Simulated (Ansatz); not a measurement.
Match the barriers

Saddle point of Si$_{3}$N$_{2}$H$_{9}$ClF, doublet (Si₃N₂H₈Cl ([SiH3][NH][Si]([Cl])[NH][SiH3]) + HF → Si₂NH₄ClF ([F][Si]([Cl])[NH][SiH3]) + SiNH₅ ([NH2][SiH3]) (still joined by a long Si–N bond); bonds formed: Si1–F8, N2–H7; bonds broken: H7–F8; bonds weakened to dative contacts: Si1–N2), PBE0-D4/def2-TZVP structure:

| atom | x (Å) | y (Å) | z (Å) |
| --- | --- | --- | --- |
| Si1 | 0.5594 | 1.3381 | 0.3675 |
| N2 | 1.6113 | -0.0360 | -0.3052 |
| Si3 | 1.1511 | -0.7467 | -1.8737 |
| N4 | -1.1001 | 1.0124 | 0.2083 |
| Si5 | -2.0854 | -0.1820 | 1.0356 |
| Cl6 | 1.4871 | 2.1437 | 2.0271 |
| H7 | 1.1975 | -0.6185 | 0.6414 |
| F8 | 0.3990 | -0.5131 | 1.5870 |
| H9 | 2.5999 | 0.1821 | -0.2248 |
| H10 | -0.0381 | -1.5908 | -1.6418 |
| H11 | 0.8599 | 0.3377 | -2.8401 |
| H12 | 2.3071 | -1.5511 | -2.3350 |
| H13 | -1.6107 | 1.7002 | -0.3265 |
| H14 | -1.8275 | -1.5654 | 0.5717 |
| H15 | -2.0417 | -0.0843 | 2.5103 |
| H16 | -3.4687 | 0.1740 | 0.5978 |

Program: Ansatz 0.2.0. Basis: def2-TZVPP, with def2-QZVPP for the basis limit. Cores are frozen in the correlated methods; orbitals are unrestricted. Extrapolation: Hartree–Fock as exp(−7.88 √X), correlation as X^−2.97. Four methods, as single points on the PBE0-D4 structures, gave these electronic barriers from the start structure: 0.567, 0.648, 0.827, 1.144 eV.

Problem. The methods were, in alphabetical order, BHLYP-D4, BLYP-D4, HF, r2SCAN-D4. Which gave which? (A judgement: the text doesn't fix the answer.)

Solution. Computed: r2SCAN-D4 0.567; BLYP-D4 0.648; BHLYP-D4 0.827; HF 1.144 eV. For comparison, CCSD(T) at an estimated basis limit (MP2 extrapolated from triple and quadruple zeta, plus CCSD(T) − MP2 in triple zeta) gives 0.732 eV.

No T1 diagnostic of these runs exceeds 0.014. ⟨S²⟩ of the unrestricted Hartree–Fock references: 0.75 to 0.76 (a pure state has 0.75).

Steps of this kind, hydrogen fluoride cutting a network bond, underlie vapour etching and the fluorination step of atomic layer etching. Here a small cluster stands in for the surface site.

Labels in which every atom is bracketed show which atoms are joined, not bond orders.

For scale, one of the runs: CCSD(T)/def2-TZVPP, 387 basis functions, launched by `ansatz run in.yaml --threads 5 --pin off --events-out ev --progress --plain --max-ram 66560MiB --backend cuda --devices 0, --max-vram 37GiB`. The run took 110 s on 5 CPU threads of an AMD EPYC 7R13 and a share of one NVIDIA H100 (shared host), with 1.7 GiB of host memory at its peak.
